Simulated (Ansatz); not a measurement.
Geometry optimisation, Ansatz, UKS PBE/def2-SVP.

Input:

```yaml
crystal:
  periodic: [false, false, false]
  atoms:
    - { symbol: Si, position_ang: [-0.81937, 0.49384, -0.28757] }
    - { symbol: O, position_ang: [0.08563, -0.8535, -0.33513] }
    - { symbol: Te, position_ang: [2.04646, -1.09445, -0.08821] }
    - { symbol: H, position_ang: [-0.7124, -1.40982, -0.51886] }
    - { symbol: H, position_ang: [-0.38859, 1.4377, -1.31994] }
    - { symbol: H, position_ang: [-0.70719, 1.13929, 1.02244] }
    - { symbol: H, position_ang: [1.90147, -1.01056, 1.5466] }
magnetization:
  spin_polarized: true
basis:
  gaussian: { orbitals: def2-SVP }
hamiltonian:
  xc: pbe
relax:
  f_tol: 0.02
  max_steps: 50
```

Command:

```bash
$ ansatz run input.yaml --threads 2 --pin off --max-ram 3072MiB --backend cpu --events-out ev --progress --plain --runs-dir out
```

Task: Where does it end, and by what steps?

Result: The run converged. After 37 steps the energy has fallen by 4.583 eV; Te3 moved furthest, 1.86 Å. Parted: O2–Te3. Joined: Si1–Te3.

| step | energy less start (eV) | largest force component (eV/Å) | accepted |
| --- | --- | --- | --- |
| 0 | 0.0000 | 5.014 | yes |
| 2 | -1.3788 | 1.263 | yes |
| 4 | -1.6769 | 1.108 | yes |
| 6 | -1.7514 | 0.742 | yes |
| 8 | -1.7835 | 0.132 | yes |
| 10 | -1.8073 | 0.423 | yes |
| 12 | -1.8812 | 0.899 | yes |
| 14 | -1.9432 | 0.226 | yes |
| 16 | -1.9503 | 0.272 | yes |
| 18 | -1.9569 | 0.243 | no |
| 20 | -1.9644 | 0.190 | yes |
| 22 | -1.9698 | 0.590 | yes |
| 24 | -2.0181 | 0.438 | yes |
| 26 | -2.1661 | 0.633 | yes |
| 28 | -3.2512 | 1.712 | yes |
| 30 | -4.3185 | 0.672 | yes |
| 32 | -4.4996 | 0.782 | yes |
| 34 | -4.5696 | 0.819 | no |
| 36 | -4.5827 | 0.023 | yes |
| 37 | -4.5827 | 0.013 | yes |

```xyz
7
Properties=species:S:1:pos:R:3
Si -0.301 0.200 0.044
O -0.390 -0.614 -1.422
Te 1.437 -0.729 1.625
H -0.454 -1.584 -1.343
H -0.006 1.620 -0.327
H -1.564 0.106 0.859
H 2.685 -0.297 0.583
```

Whether the end is a true minimum wasn't checked by a vibrational analysis.

The run took 89 s on 2 threads of Arm Neoverse V1, on a shared host, peak memory 0.18 GiB.
